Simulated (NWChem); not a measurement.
System: C4H5F; SMILES F[C@H]1C=CC1

Input file for NWChem:

```
start job
memory heap 200 mb stack 900 mb global 1100 mb
geometry units angstroms noautoz
  F      0.039316     1.710707     0.257727
  C      0.034589     0.514538    -0.445184
  C      1.045430    -0.527795    -0.024656
  C      0.103005    -1.441622     0.249396
  C     -1.068735    -0.510836    -0.019874
  H      0.032606     0.762996    -1.513671
  H      2.131073    -0.529520    -0.015218
  H      0.141642    -2.491716     0.526634
  H     -1.787258    -0.810729    -0.793143
  H     -1.612933    -0.179929     0.870747
end
basis spherical
  F library def2-svp
  C library def2-svp
  H library def2-svp
end
dft
  xc b3lyp
  iterations 150
  vectors input atomic output neutral.movecs
end
task dft energy
charge 1
dft
  odft
  mult 2
  vectors input atomic output cation.movecs
end
task dft energy
```

Coordinates come from a B3LYP/6-31G* (spherical d) optimisation. B3LYP is NWChem's, with the RPA form of VWN correlation.

Ions are spin-unrestricted doublets at the neutral geometry; other ion states weren't tried.

Problem. What results follow from this input? (B3LYP/def2-SVP, vertical spin-unrestricted ions.) Quantities: vertical ionisation energy, ΔSCF (eV); −ε(HOMO) (eV).

Solution. 
```yaml
vertical ionisation energy, ΔSCF (eV): 10.04
"−ε(HOMO) (eV)": 7.45
```
